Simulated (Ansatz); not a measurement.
[MOF4] with several metals: vertical IE (eV) at several levels, gas phase, relaxed structures; Ansatz. Core potentials for Nb, Re, Ta, Tc, W in the def2 sets, no spin–orbit coupling. Singlets are spin-restricted. The spins of the ions were chosen, not always searched. A dash marks a value that wasn't run or was left out as unsound. The structures are stationary points that may keep the symmetry of their start. Remarks come from the PBE and PBE0 runs and from stability tests at other levels; not every state was tested. A HOMO above zero means that the electron is unbound at that level and held by the basis, or that self-interaction error raises the level; the energy of removing that electron tells which. HOMO above LUMO (over both spins in singlets and doublets, within one spin in higher multiplets; at PBE or PBE0), or a gap under 0.15 eV within one spin, warns that the state may not be the lowest or that an electron is smeared out.

```tsv
species	state	geometry	PBE-D4/def2-TZVPD	r2SCAN-D4/def2-TZVPD	PBE0-D4/def2-TZVPD	remarks
[NbOF4]- (NbOF4⁻)	singlet to doublet	r2SCAN-D4/def2-SVPD	6.52	6.65	6.90	gap within one spin near zero at PBE or PBE0 (neutral doublet)
[WOF4]- (WOF4⁻)	doublet to singlet	r2SCAN-D4/def2-SVPD	2.42	–	3.07	HOMO above zero at PBE or PBE0
[TcOF4]- (TcOF4⁻)	singlet to doublet	PBE0-D4/def2-SVPD	3.10	3.26	3.84	HOMO above zero at PBE or PBE0
[TaOF4]- (TaOF4⁻)	singlet to doublet	r2SCAN-D4/def2-SVPD	6.38	6.46	6.65	gap within one spin near zero at PBE or PBE0 (neutral doublet)
[ReOF4]- (ReOF4⁻)	singlet to doublet	PBE0-D4/def2-SVPD	2.47	2.59	3.06	HOMO above zero at PBE or PBE0
```

Over the 4 species that have every level, the mean is 4.62 at PBE-D4/def2-TZVPD, 4.74 at r2SCAN-D4/def2-TZVPD, 5.11 at PBE0-D4/def2-TZVPD.
